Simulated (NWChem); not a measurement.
# MgNH₂F; SMILES [NH2][Mg][F]

```xyz
5

Mg     0.0000     0.0000    -0.0826
F      0.0000     0.0000    -1.8263
N      0.0000     0.0000     1.8037
H      0.0000    -0.8193     2.4010
H      0.0000     0.8193     2.4010
```
Atoms are numbered in this order, from 1.

All runs use the structure optimised with B3LYP/6-31G* (spherical d).

Symmetry labels are those of C2v in the frame above (b1 and b2, or b-type labels, depend on it). States above −ε(HOMO) = 5.2 eV lie in this functional's continuum and hang on the basis.

Question: List the 6 lowest vertical singlet excitations and the 6 lowest triplet ones from PBE/6-31+G* (spherical d), TDA (NWChem).

Answer: 
```
state  energy (eV)  oscillator strength  symmetry  leading excitation (squared amplitude)
-----  -----------  -------------------  --------  --------------------------------------
S1            3.34                0.051        b1                      HOMO → LUMO (1.00)
S2            4.68                0.000        a2                    HOMO → LUMO+1 (1.00)
S3            5.14                0.030        b1                    HOMO → LUMO+3 (1.00)
S4            5.36                0.012        a1                    HOMO → LUMO+2 (0.90)
S5            5.95                0.001        b1                    HOMO → LUMO+4 (0.94)
S6            6.03                0.034        b1                    HOMO−1 → LUMO (0.94)
T1            3.02       spin-forbidden        b1                      HOMO → LUMO (1.00)
T2            4.63       spin-forbidden        a2                    HOMO → LUMO+1 (1.00)
T3            4.76       spin-forbidden        a1                    HOMO → LUMO+2 (0.98)
T4            5.02       spin-forbidden        b1                    HOMO → LUMO+3 (1.00)
T5            5.84       spin-forbidden        b1                    HOMO−1 → LUMO (1.00)
T6            5.85       spin-forbidden        b2                    HOMO−2 → LUMO (1.00)
```
